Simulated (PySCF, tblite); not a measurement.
System: BeF2, singlet: map of symmetric stretch and bend. Scanned: Be-F bond length and F-Be-F angle.

GFN2-xTB, 300 K electronic temperature (tblite); RHF/cc-pVDZ (PySCF); B3LYP/cc-pVDZ (PySCF); PBE0/cc-pVDZ (PySCF); MP2 on RHF/cc-pVDZ, 2 core orbitals frozen (PySCF); CCSD on RHF/cc-pVDZ, 2 core orbitals frozen (PySCF); CCSD(T) on RHF/cc-pVDZ, 2 core orbitals frozen (PySCF).

Energies in kcal/mol at chosen points (x: Be-F bond length (Å); y: F-Be-F angle (°)), relative to x = 1.45, y = 180:

| method | (1.31, 154.09) | (1.38, 145.45) | (1.66, 136.82) | (1.38, 154.09) | (1.86, 102.27) | (1.52, 171.36) | (1.59, 180) |
|---|---|---|---|---|---|---|---|
| GFN2-xTB | 0.9 | -1.1 | 34.8 | -2.4 | 77.6 | 8.6 | 19.4 |
| RHF | 10.0 | 4.9 | 45.7 | 1.9 | 119.4 | 8.6 | 21.0 |
| B3LYP | 10.9 | 5.4 | 42.5 | 2.4 | 109.8 | 7.8 | 19.3 |
| PBE0 | 11.0 | 5.2 | 42.1 | 2.4 | 109.5 | 7.7 | 19.2 |
| MP2 | 14.1 | 7.0 | 40.7 | 3.9 | 109.9 | 6.8 | 17.6 |
| CCSD | 13.5 | 6.6 | 41.4 | 3.6 | 111.0 | 7.0 | 18.1 |
| CCSD(T) | 13.9 | 6.8 | 40.6 | 3.8 | 109.0 | 6.8 | 17.7 |
